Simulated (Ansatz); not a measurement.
# One step, two centres

Four-centre ligand exchange, with the central atom changed down its group and all else kept; in the first member these bonds form or tighten: H–O, P–Si; these break or loosen: H–P, O–Si.

Gas-phase electronic energies, without zero-point energy, by CCSD(T) at an estimated basis limit (MP2 extrapolated from triple and quadruple zeta, plus CCSD(T) − MP2 in triple zeta); Ansatz 0.2.0, def2-TZVPP and QZVPP, frozen cores, core potentials past krypton, on PBE0-D4/def2-TZVP structures. Extrapolation: Hartree–Fock as exp(−7.88 √X), correlation as X^−2.97. All energies, in kcal/mol, count from the separated reactants, without counterpoise correction; the start and end structures are the complexes reached by relaxing down from the saddle, and deeper ones may exist. Brackets give SMILES, or, where every atom is bracketed, only which atoms are joined. Steps whose reference was doubtful or whose search ended elsewhere are left out.

| reactants | products | start structure | saddle | end structure | saddle by PBE0-D4/TZ |
| --- | --- | --- | --- | --- | --- |
| SiH₄O ([OH][SiH3]) + PH₃ | SiPH₅ ([SiH3][PH2]) + H₂O | -1.73 | 54.84 | 12.29 | 47.54 |
| SnH₄O ([OH][SnH3]) + PH₃ | SnPH₅ ([PH2][SnH3]) + H₂O | -3.20 | ? | -9.12 | 24.62 |

(1) What is the height of the saddle for SnH₄O ([OH][SnH3]) + PH₃? (To be estimated.)

(2) How do the PBE0-D4 saddles lie against the coupled-cluster estimate?

The T1 diagnostic stays at or below 0.015. The filled d shells of Sn are correlated in sets not built for that, so values that involve them are less sure.

For scale, one of the runs: CCSD(T)/def2-TZVPP, 221 basis functions, launched by `ansatz run in.yaml --threads 4 --pin off --events-out ev --progress --plain --max-ram 9574MiB`. Hardware: 4 CPU threads of an Intel Xeon Platinum 8375C, shared host. Wall time 66 s; peak host memory 3.7 GiB.

Answers

(1) Computed: 29.39 kcal/mol relative to the separated reactants, the lower of the two; above its start structure the barrier is 29.39 − (-3.20) ≈ 32.59 kcal/mol.

The saddle falls down the group: the larger centre, with longer and weaker bonds, takes on an extra partner at less cost.

(2) Both lower, by 4.77 to 7.30 kcal/mol.
